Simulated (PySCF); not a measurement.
C5H7F, SMILES FC=C1CCC1. Atoms are numbered in the order given.

```xyz
13

F     -0.3576    -2.3487     0.0000
C      0.5733    -1.3767     0.0000
C      0.2394    -0.0921     0.0000
C     -1.0928     0.6323     0.0000
C     -0.3126     1.9828     0.0000
C      1.0385     1.2007     0.0000
H      1.5959    -1.7658     0.0000
H     -1.7158     0.4480    -0.8905
H     -1.7158     0.4480     0.8905
H     -0.4771     2.6044     0.8916
H     -0.4771     2.6044    -0.8916
H      1.6671     1.3591    -0.8916
H      1.6671     1.3591     0.8916
```

Geometry: B3LYP-D3(BJ)/def2-SVP. A frequency run showed that this geometry is not a minimum.

Computed with PBE0/def2-TZVP (PySCF).

The molecule is in vacuum.

```json
{
 "total_energy": "-294.30979 hartree",
 "point_group": "Cs",
 "highest_occupied_level": "-6.84 eV",
 "lowest_empty_level": "0.27 eV",
 "orbital_gap": "7.11 eV",
 "dipole_moment": "1.74 D",
 "quadrupole, principal values (traceless, Buckingham form, about the centre of nuclear charge)": "-4.63, 0.48, 4.15 D·Å",
 "mean_static_polarisability": "58.6 bohr³ (8.68 Å³)",
 "polarisability_principal_values": "44.7, 57.2, 73.9 bohr³"
}
```
